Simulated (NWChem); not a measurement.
System: C5H6; SMILES C#CCC=C

NWChem input:

```
start job
memory heap 200 mb stack 700 mb global 900 mb
geometry units angstroms noautosym nocenter noautoz
  C      0.460524     2.414662     0.070375
  C     -0.104911     1.347915     0.050699
  C     -0.778113     0.044777     0.009108
  C      0.142071    -1.076339    -0.429129
  C      0.358035    -2.188083     0.271786
  H      0.961363     3.355335     0.094733
  H     -1.201898    -0.188915     0.994734
  H     -1.630506     0.109987    -0.685095
  H      0.639039    -0.928390    -1.387050
  H     -0.115786    -2.359356     1.236360
  H      1.017453    -2.971440    -0.091689
end
basis spherical
  * library 6-31g*
end
dft
  xc xpbe96 cpbe96
  iterations 150
end
cosmo
  dielec 1.5
end
task dft energy
```

Parts of the log:

```
             Northwest Computational Chemistry Package (NWChem) 7.3.0
             --------------------------------------------------------

                             Geometry "geometry" -> ""
                             -------------------------

 Output coordinates in angstroms (scale by  1.889725989 to convert to a.u.)

  No.       Tag          Charge          X              Y              Z
 ---- ---------------- ---------- -------------- -------------- --------------
    1 C                    6.0000     0.46052400     2.41466200     0.07037500
    2 C                    6.0000    -0.10491100     1.34791500     0.05069900
    3 C                    6.0000    -0.77811300     0.04477700     0.00910800
    4 C                    6.0000     0.14207100    -1.07633900    -0.42912900
    5 C                    6.0000     0.35803500    -2.18808300     0.27178600
    6 H                    1.0000     0.96136300     3.35533500     0.09473300
    7 H                    1.0000    -1.20189800    -0.18891500     0.99473400
    8 H                    1.0000    -1.63050600     0.10998700    -0.68509500
    9 H                    1.0000     0.63903900    -0.92839000    -1.38705000
   10 H                    1.0000    -0.11578600    -2.35935600     1.23636000
   11 H                    1.0000     1.01745300    -2.97144000    -0.09168900

 Effective nuclear repulsion energy (a.u.)     139.2900602719

  pbe96 is a nonlocal functional; adding pw91lda local functional.

                                 NWChem DFT Module
                                 -----------------

 Summary of "ao basis" -> "ao basis" (spherical)
 ------------------------------------------------------------------------------
       Tag                 Description            Shells   Functions and Types
 ---------------- ------------------------------  ------  ---------------------
 C                           6-31g*                  6       14   3s2p1d
 H                           6-31g*                  2        2   2s

 in cosmo_initialize ...

 solvent parameters
 solvname_short: unkn
 solvname_long:  unknown
 dielec:        1.5000

          ---------------
          -cosmo- solvent
          ---------------
 Cosmo: York-Karplus, doi: 10.1021/jp992097l
 dielectric constant -eps-     =   1.50
 screen = (eps-1)/(eps    )    =   0.33333
 surface charge correction     = lagrangian

   van der Waals surface
 --------------------------

[...]

                                   COSMO solvation results
                                   -----------------------

                 gas phase energy =      -193.763843214782
                 sol phase energy =      -193.765860973463
 (electrostatic) solvation energy =         0.002017758681 (    1.27 kcal/mol)

                       DFT Final Molecular Orbital Analysis
                       ------------------------------------

 Vector   16  Occ=2.000000D+00  E=-2.372516D-01
              MO Center=  1.4D-01, -3.3D-02, -6.8D-03, r^2= 4.3D+00
   Bfn.  Coefficient  Atom+Function         Bfn.  Coefficient  Atom+Function
  ----- ------------  ---------------      ----- ------------  ---------------
    45      0.274432   4 C  px                5     -0.237452   1 C  pz
    19     -0.238494   2 C  pz               59      0.211417   5 C  px
    49      0.171412   4 C  px               17      0.149464   2 C  px
    63      0.149681   5 C  px                9     -0.148350   1 C  pz
    60      0.147749   5 C  py               23     -0.137807   2 C  pz

 Vector   17  Occ=2.000000D+00  E=-2.280075D-01
              MO Center=  1.4D-01,  1.6D+00,  3.3D-02, r^2= 2.2D+00
   Bfn.  Coefficient  Atom+Function         Bfn.  Coefficient  Atom+Function
  ----- ------------  ---------------      ----- ------------  ---------------
     3      0.337090   1 C  px               17      0.308059   2 C  px
     7      0.208311   1 C  px               18     -0.180029   2 C  py
     4     -0.178343   1 C  py                5      0.168418   1 C  pz
    19      0.157169   2 C  pz               21      0.150735   2 C  px
    22     -0.140852   2 C  py                8     -0.137522   1 C  py

 Vector   18  Occ=2.000000D+00  E=-2.238758D-01
              MO Center=  1.3D-01,  2.6D-01,  1.7D-02, r^2= 4.6D+00
   Bfn.  Coefficient  Atom+Function         Bfn.  Coefficient  Atom+Function
  ----- ------------  ---------------      ----- ------------  ---------------
     5      0.301427   1 C  pz               19      0.269918   2 C  pz
    59      0.218850   5 C  px                9      0.198781   1 C  pz
    63      0.168081   5 C  px               45      0.159366   4 C  px
    23      0.155558   2 C  pz               46      0.144203   4 C  py
    47      0.135536   4 C  pz               61      0.132608   5 C  pz

 Vector   19  Occ=0.000000D+00  E=-1.956743D-02
              MO Center=  1.7D-01, -1.2D+00, -6.7D-02, r^2= 3.2D+00
   Bfn.  Coefficient  Atom+Function         Bfn.  Coefficient  Atom+Function
  ----- ------------  ---------------      ----- ------------  ---------------
    63     -0.426571   5 C  px               49      0.415601   4 C  px
    45      0.341622   4 C  px               59     -0.317450   5 C  px
    65     -0.281576   5 C  pz               51      0.255311   4 C  pz
    50      0.250737   4 C  py               64     -0.241334   5 C  py
    76      0.221499   8 H  s                61     -0.195179   5 C  pz

[...]
```

Level: PBE/6-31G* (spherical d), COSMO on the gas-phase geometry. Geometry: optimised at B3LYP/6-31G* (spherical d). COSMO prints the solvation energy as gas minus solution, so a positive value is a stabilisation.
